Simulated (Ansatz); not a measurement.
Reaction (ligand exchange at the Si–F bond): `F[Si](Cl)(Cl)Cl` + H₂Te → `Cl[Si](Cl)(Cl)[TeH]` + H–F

Program: Ansatz. Geometries: PBE0-D4/def2-TZVP. ΔE: electronic, gas phase. CCSD(T)/CBS adds triple-zeta CCSD(T) − MP2 to the extrapolated MP2 energy (def2 sets, frozen cores). This one scheme is used for every species. DFT in def2-TZVPP. B3LYP here is the variant with VWN-RPA as its local correlation; programs differ in this. Elements past krypton have def2 core potentials. For Te outer-core shells are correlated without core-valence functions, which leaves a few kJ/mol of doubt a bond.

```tsv
level	ΔE (kJ/mol)
B3LYP	100.3
CCSD(T)/def2-TZVPP	91.2
```

(1) What does CCSD(T)/CBS give? (Estimate.)

Largest T1 diagnostic among the species: 0.010.

Answers

(1) Ansatz gave: +78.7 kJ/mol. The listed levels differ from it by 21.6, 12.5 kJ/mol.

From BLYP to BHLYP (50 % exact exchange), in def2-TZVPP and without D4, ΔE moves by +8.3 kJ/mol. In def2-TZVPP, CCSD(T) changes the Hartree–Fock value by −28.1 kJ/mol (the triples alone add −5.5 kJ/mol) and MP2 by −41.8 kJ/mol. Leaving LDA and LC-ωPBE aside and taking each functional with its dispersion term where it has one, the values, not all of them listed here, spread over 36.8 kJ/mol, from revPBE-D4 to B97M-V.
